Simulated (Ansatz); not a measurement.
An input meant for `COCCOCCOCCOCCCCCC[SeH]` (charge 0, singlet).

```yaml
crystal:
  periodic: [false, false, false]
  atoms:
    - {symbol: C, position_ang: [5.012843, 2.181065, -1.384231]}
    - {symbol: O, position_ang: [3.790871, 2.275082, -0.694184]}
    - {symbol: C, position_ang: [2.826699, 1.318962, -1.067836]}
    - {symbol: C, position_ang: [3.221711, -0.137760, -0.847822]}
    - {symbol: O, position_ang: [3.598695, -0.324090, 0.498968]}
    - {symbol: C, position_ang: [4.023812, -1.646890, 0.798457]}
    - {symbol: C, position_ang: [2.890170, -2.643330, 1.044160]}
    - {symbol: O, position_ang: [2.257538, -2.478377, 2.305244]}
    - {symbol: C, position_ang: [1.297811, -1.435728, 2.404544]}
    - {symbol: C, position_ang: [-0.064873, -1.799708, 1.815293]}
    - {symbol: O, position_ang: [-0.098731, -1.782658, 0.390709]}
    - {symbol: C, position_ang: [-0.457194, -0.531075, -0.174795]}
    - {symbol: C, position_ang: [-1.970349, -0.324844, -0.263903]}
    - {symbol: C, position_ang: [-2.344914, 1.009482, -0.917539]}
    - {symbol: C, position_ang: [-3.849656, 1.214144, -1.135079]}
    - {symbol: C, position_ang: [-4.670457, 1.332822, 0.152177]}
    - {symbol: C, position_ang: [-6.168899, 1.529759, -0.070365]}
    - {symbol: Se, position_ang: [-7.101188, 0.014161, -0.947817]}
    - {symbol: H, position_ang: [5.610243, 3.075708, -1.118825]}
    - {symbol: H, position_ang: [5.604060, 1.278001, -1.100052]}
    - {symbol: H, position_ang: [4.875212, 2.168390, -2.494904]}
    - {symbol: H, position_ang: [2.539122, 1.427043, -2.147198]}
    - {symbol: H, position_ang: [1.927714, 1.548293, -0.458723]}
    - {symbol: H, position_ang: [2.352909, -0.777061, -1.141781]}
    - {symbol: H, position_ang: [4.065037, -0.427916, -1.525319]}
    - {symbol: H, position_ang: [4.681895, -2.034853, -0.020107]}
    - {symbol: H, position_ang: [4.635433, -1.577406, 1.722664]}
    - {symbol: H, position_ang: [2.149427, -2.618624, 0.213601]}
    - {symbol: H, position_ang: [3.332984, -3.662688, 1.061657]}
    - {symbol: H, position_ang: [1.164048, -1.258437, 3.493775]}
    - {symbol: H, position_ang: [1.678186, -0.488961, 1.957464]}
    - {symbol: H, position_ang: [-0.319968, -2.833983, 2.131374]}
    - {symbol: H, position_ang: [-0.842717, -1.121503, 2.242407]}
    - {symbol: H, position_ang: [0.013631, 0.314690, 0.384557]}
    - {symbol: H, position_ang: [-0.020894, -0.511752, -1.197448]}
    - {symbol: H, position_ang: [-2.404933, -1.169907, -0.840670]}
    - {symbol: H, position_ang: [-2.406903, -0.390242, 0.756422]}
    - {symbol: H, position_ang: [-1.938355, 1.848438, -0.307168]}
    - {symbol: H, position_ang: [-1.831501, 1.081970, -1.902021]}
    - {symbol: H, position_ang: [-4.256367, 0.374753, -1.741407]}
    - {symbol: H, position_ang: [-4.007205, 2.133146, -1.742156]}
    - {symbol: H, position_ang: [-4.298842, 2.199632, 0.746871]}
    - {symbol: H, position_ang: [-4.514973, 0.438329, 0.794015]}
    - {symbol: H, position_ang: [-6.700345, 1.740197, 0.877468]}
    - {symbol: H, position_ang: [-6.365146, 2.383130, -0.752684]}
    - {symbol: H, position_ang: [-6.915654, -0.909375, 0.202177]}
basis:
  gaussian: {orbitals: def2-mTZVPP, fitting: {mean_field: def2-universal-jkfit}}
magnetization: {spin_polarized: true, initial_magnetization: 6}
hamiltonian: {xc: {name: SPW92}}
scf: {omitted_lower_state_checks: [starts]}
output: {forces: true}
```

```sh
$ ansatz run in.yaml --threads 2 --pin off --events-out ev --progress --plain --max-ram 22528MiB --backend cuda --devices 0, --max-vram 18GiB
```

It prints (some lines left out):

```
Functional definition: SPW92
2053 factors; integrals over basis functions are off by at most 8.7e-1 eV
mean field evaluation 1: about -87117.1797 eV, gradient 1.1e2 eV
mean field evaluation 2: about -86018.3990 eV, gradient 3.7e2 eV
mean field evaluation 4: about -87042.7613 eV, gradient 1.1e2 eV
mean field evaluation 8: about -87181.4867 eV, gradient 1.2e0 eV
mean field evaluation 16: about -87181.7326 eV, gradient 5.8e-2 eV
mean field -87181.73334769 eV, -3203.8696066264 hartree, gradient 2.7e-6 eV, S^2 12.002807; 0 other end points of the search recorded, 0 dependent functions left out
reference -87181.73342051 eV, -3203.8696093026 hartree; 89, 83 occupied and 430, 436 virtual orbitals, 2053 factors
Total energy: -87181.73342051 eV, -3203.8696093026 hartree
Atom 0 force     0.388077     0.671061    -0.403223 eV/Å
Atom 1 force     0.382725    -0.030641    -0.201685 eV/Å
Atom 2 force    -0.375669    -1.053605     0.254074 eV/Å
Atom 3 force     0.086575     1.403044    -1.093343 eV/Å
Atom 4 force     0.124601    -0.357869     0.187138 eV/Å
Atom 5 force     0.228586    -0.149066     0.530737 eV/Å
Atom 6 force     0.232623    -0.270461    -0.075395 eV/Å
Atom 7 force    -0.261562     0.220266    -0.363557 eV/Å
Atom 8 force    -0.122107     0.061168     0.586247 eV/Å
Atom 9 force    -0.080988    -0.388974    -0.377528 eV/Å
Atom 10 force    -0.228692    -0.101517     0.715063 eV/Å
Atom 11 force    -0.133359     0.767190    -0.450492 eV/Å
Atom 12 force    -0.124495    -0.038542     0.023106 eV/Å
Atom 13 force     0.042003    -0.130490     0.018886 eV/Å
Atom 14 force     0.016473     0.200998     0.303015 eV/Å
Atom 15 force    -0.637176    -0.673789    -0.522844 eV/Å
Atom 16 force     3.060691     4.812215     1.480094 eV/Å
Atom 17 force    -2.405761    -0.687380    -5.720812 eV/Å
Atom 18 force    -0.225920    -0.118568     0.059147 eV/Å
Atom 19 force    -0.304436    -0.244633     0.184444 eV/Å
Atom 20 force    -0.204208    -0.079618     0.273730 eV/Å
Atom 21 force     0.394679     0.298313    -0.094209 eV/Å
Atom 22 force     0.186123    -0.061224    -0.133329 eV/Å
Atom 23 force    -0.479675    -0.359865     0.521398 eV/Å
Atom 24 force    -0.048258     0.090534     0.273039 eV/Å
Atom 25 force    -0.150094     0.270648    -0.274375 eV/Å
Atom 26 force    -0.164754    -0.133822    -0.234162 eV/Å
Atom 27 force    -0.055240     0.371991     0.024619 eV/Å
Atom 28 force     0.025398    -0.014026     0.516873 eV/Å
Atom 29 force     0.053813    -0.340182    -0.042726 eV/Å
Atom 30 force     0.089354    -0.093306    -0.441337 eV/Å
Atom 31 force     0.122188     0.196435    -0.088252 eV/Å
Atom 32 force     0.133409     0.179079    -0.261087 eV/Å
Atom 33 force    -0.007352    -0.218421     0.123590 eV/Å
Atom 34 force     0.003183    -0.152394     0.121625 eV/Å
Atom 35 force     0.021631     0.144596     0.070810 eV/Å
Atom 36 force     0.043599     0.017594    -0.116181 eV/Å
Atom 37 force    -0.098869    -0.122617    -0.060300 eV/Å
Atom 38 force    -0.082773    -0.027242     0.141464 eV/Å
Atom 39 force    -0.009333     0.026031     0.051573 eV/Å
Atom 40 force     0.054344    -0.176458     0.071373 eV/Å
Atom 41 force     0.110993     0.015449     0.048133 eV/Å
Atom 42 force     0.045377    -0.038446    -0.020905 eV/Å
Atom 43 force    -0.308473    -0.466175     0.238395 eV/Å
Atom 44 force     0.131334    -0.126849     0.140453 eV/Å
Atom 45 force     0.531415    -3.090433     4.016718 eV/Å
Dipole moment:     1.872109     0.076426     0.168021 e Å
Checks for a lower state left out: starts
```

In this input the spin is set far too high (6 unpaired electrons typed, 0 in the singlet as meant). Self-consistency was reached. The result belongs to that input, not to the species as meant.
